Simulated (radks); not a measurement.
Neutral molybdenum inside a hard spherical wall (all orbitals vanish at R), configuration held at [Kr] 4d5 5s1 and not refilled when levels cross. Calculated with a radial shooting solver on a logarithmic mesh with Libxc functionals: scalar-relativistic Kohn-Sham, LDA (Slater exchange, VWN5 correlation), spin-polarised, spherical densities, finite nucleus; open shells are filled with parallel spins first (spin-orbit coupling, left out, can overturn this in heavy ions); Fermi nuclear charge, rms radius 4.4091 fm. Eigenvalues in eV for spin up, with the zero of energy where the potential of the charges vanishes at infinity; a dash marks a level that is unbound or too diffuse for the functional's potential to be trusted. A positive occupied level is held by the wall or, in an anion where self-interaction has pushed it up, behind a barrier. The pressure on the wall is -dE/dV.

| R (bohr) | E (hartree) | kinetic (hartree) | e(4s) | e(4p) | e(5s) | e(4d) | e(5p, empty) | e(6s, empty) | pressure (GPa) |
|---|---|---|---|---|---|---|---|---|---|
| free | -4044.53009 | 4168.896 | -64.912 | -39.188 | -4.832 | -4.673 | -1.412 | -0.019 | 0 |
| 15 | -4044.53009 | 4168.896 | -64.912 | -39.188 | -4.832 | -4.673 | -1.408 | 0.420 | < 0.0001 |
| 10 | -4044.52967 | 4168.901 | -64.878 | -39.154 | -4.802 | -4.642 | -1.271 | 2.065 | 0.0113 |
| 8 | -4044.52592 | 4168.930 | -64.688 | -38.966 | -4.621 | -4.473 | -0.821 | 4.819 | 0.174 |
| 7 | -4044.51702 | 4168.988 | -64.367 | -38.651 | -4.291 | -4.191 | -0.178 | 7.846 | 0.715 |
| 6 | -4044.48872 | 4169.143 | -63.621 | -37.926 | -3.451 | -3.538 | 1.236 | 13.492 | 3.13 |
| 4 | -4044.05201 | 4170.947 | -58.000 | -32.562 | 5.287 | 1.761 | 13.452 | 51.063 | 92.8 |
| 3 | -4042.49318 | 4176.721 | -48.319 | -23.211 | 28.522 | 12.745 | 42.188 | 122.87 | 856 |
| 2.5 | -4039.66186 | 4186.949 | -37.144 | -11.690 | 62.679 | 27.190 | 81.256 | 210.04 | 3430 |
| 2 | -4030.94989 | 4216.123 | -12.101 | 15.681 | 146.78 | 61.110 | 172.02 | 397.42 | 17800 |
